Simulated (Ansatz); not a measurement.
# Ligand exchange: C3H9B + SiH2(SH)2 → C3H9BS + SiH3(SH)

Gas-phase species: C3H9B `BC(C)C`, singlet; SiH2(SH)2, singlet; C3H9BS `CC(C)BS`, singlet; SiH3(SH) (sulfanylsilane), singlet. The partners trade H for SH: B–H and Si–SH bonds give way to B–SH and Si–H.

Shapes, held fixed at every level: PBE0-D4/def2-TZVP. Flexible molecules stand in one conformer, not always the lowest. Programs: Ansatz 0.2.0. The zero-point and thermal change to 298 K, harmonic and unscaled (PBE0-D4/def2-TZVP), is +2.2 kJ/mol.

Estimate ΔH(298 K) of this reaction.

The highest level, CCSD(T)/CBS estimate, gives ΔH(298 K) = -40.0 kJ/mol; the levels span -61.8 to -39.1. The column of differences is taken from that level and isn't an error. No measured value is set beside it here. The CBS estimate extrapolates MP2 from def2-TZVPP and def2-QZVPP and adds CCSD(T) − MP2 in the triple-zeta set, cores frozen.

```json
{"level": "HF/def2-SVP", "kind": "Hartree–Fock", "ΔH(298 K) (kJ/mol)": "-43.0", "less CCSD(T)/CBS estimate": "-3.0"}
{"level": "B3LYP-D4/def2-TZVPP", "kind": "global hybrid", "ΔH(298 K) (kJ/mol)": "-40.9", "less CCSD(T)/CBS estimate": "-0.9"}
{"level": "PBE0-D4/def2-TZVPP", "kind": "global hybrid", "ΔH(298 K) (kJ/mol)": "-41.2", "less CCSD(T)/CBS estimate": "-1.2"}
{"level": "r2SCAN0-D4/def2-TZVPP", "kind": "global hybrid", "ΔH(298 K) (kJ/mol)": "-40.4", "less CCSD(T)/CBS estimate": "-0.4"}
{"level": "wB97X-V/def2-TZVPP", "kind": "range-separated hybrid", "ΔH(298 K) (kJ/mol)": "-39.1", "less CCSD(T)/CBS estimate": "+0.9"}
{"level": "MP2/def2-SVP", "kind": "perturbation theory", "ΔH(298 K) (kJ/mol)": "-61.8", "less CCSD(T)/CBS estimate": "-21.8"}
{"level": "CCSD(T)/CBS estimate", "kind": "coupled cluster or CI", "ΔH(298 K) (kJ/mol)": "-40.0", "less CCSD(T)/CBS estimate": "0.0"}
```
